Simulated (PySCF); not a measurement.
Unknown compound

Molecular formula: C6H5ClO. Simulated spectra:

$^{1}$H NMR (400 MHz, computed): δ 7.54 (d, 1H), 7.39 (m, 1H), 7.23 (d, 1H), 7.04 (m, 1H), 5.83 (br s, 1H).

$^{13}$C{$^{1}$H} NMR (computed): δ 160.8, 135.7, 135.2, 129.3, 125.8, 121.4.

Relativity neglected, gas phase, one conformer. σ from GIAO-B97-2/pcSseg-2; PBE0-D3(BJ)/def2-TZVP structure; PySCF 2.14.

Referencing at the same level of theory: $^{1}$H (σ = 31.64 ppm), $^{13}$C (σ = 185.38 ppm) vs TMS.

Question: Deduce the structure.

Answer: 
- The formula gives 4 degrees of unsaturation (1 ring in the answer).
- 6 carbon signals for 6 carbons: no two carbons are equivalent.
- Carbon types of the structure: 2 × C, 4 × CH, leaving 1 H on heteroatoms.
- δC 160.8: aromatic carbon bearing oxygen; σ withdrawal by the attached heteroatom moves it downfield of the ring CH carbons.
- δC 135.7, 135.2, 125.8, 121.4: aromatic CH.
- δC 129.3: aromatic carbon bearing chlorine.
- δH 7.54, 7.39, 7.23, 7.04: hydrogen on an aromatic CH.
- δH 5.83: hydrogen on a phenol-type oxygen; labile proton, position sensitive to the medium.

Structure: SMILES Oc1ccccc1Cl.

The data come from this structure; uniqueness wasn't tested.

OH/NH shifts are gas-phase values; hydrogen bonding in solution moves them, usually downfield. Carbons that carry Cl, above all several Cl atoms, come out too deshielded, partly because spin–orbit coupling is missing. Shifts are as computed. Against solution values, carbons near 30 ppm lie about +3 ppm off and those near 130 ppm about +7 ppm; carbons on Cl a further +5 ppm. Of 1211 compounds with measured shifts, 218 miss one by over three times the rms of a fit or turn the order of signals round; such compounds aren't used in these exercises. Multiplicities follow the n + 1 count of equivalent neighbours, as no J values were calculated; m marks all less simple cases, F and P coupling included.
